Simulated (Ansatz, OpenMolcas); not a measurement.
## Worked example: the enthalpy of formation of Br2 (bromine)

Br2: 2 atoms, total charge 0, spin state singlet. As SMILES, `BrBr`. Geometry: relaxed at PBE0-D4/def2-TZVP.

```tsv
atom	x (Å)	y (Å)	z (Å)
Br	0.9730	-0.3254	0.4985
Br	-0.9730	0.3254	-0.4985
```

Total energies at HF/aug-cc-pVTZ (OpenMolcas 26.06); the atoms run unrestricted:

| species | state | energy (Eh) |
| --- | --- | --- |
| Br2 | singlet | -5144.915931 |
| Br | doublet | -2572.445498 |

Harmonic wavenumbers at PBE0-D4/def2-TZVP, in cm⁻¹: 334.

Measured heats of formation of the gaseous atoms at 298.15 K, in kJ/mol: Br 111.9. Spin-orbit lowering of the atoms at 298 K (mean of the ground term's levels less their thermal mean, from spectra), in kJ/mol: Br 14.69. Take 1 Eh = 2625.50 kJ/mol, 1 cm⁻¹ = 0.0119627 kJ/mol, RT = 2.479 kJ/mol.

Problem. Work out the heat of formation of the gas at 298 K.

Solution. 
1. Electronic atomisation energy: 2 × (-2572.445498) − (-5144.915931) = 0.024935 Eh = 65.5 kJ/mol.
2. Zero-point energy: half the sum of the wavenumbers, 167 cm⁻¹ = 2.0 kJ/mol.
3. Thermal vibrational enthalpy, Σ hcν̃/(exp(hcν̃/kT) − 1): 1.0 kJ/mol. Translation, rotation and pV of a linear molecule: 3.5 RT = 8.7 kJ/mol.
4. The 2 free atoms carry 5/2 RT each: 12.4 kJ/mol.
5. Spin-orbit coupling lowers the free atoms by 2 × 14.69 = 29.4 kJ/mol.
6. Atomisation enthalpy at 298 K: 65.5 − 29.4 − 2.0 − 1.0 − 8.7 + 12.4 = 36.8 kJ/mol.
7. Sum of the atoms' heats of formation: 223.8 kJ/mol. Heat of formation: 223.8 − 36.8 = +187.0 kJ/mol.

The tabulated value is +30.9 kJ/mol (Active Thermochemical Tables), so this level is off by +156.1 kJ/mol, or 81.0 % of the atomisation enthalpy. Hartree–Fock leaves out correlation, which is larger in the molecule than in the atoms, so it underbinds and puts the heat of formation too high. Relativity is left out. Anharmonicity and any spin-orbit splitting of the molecule are left out.
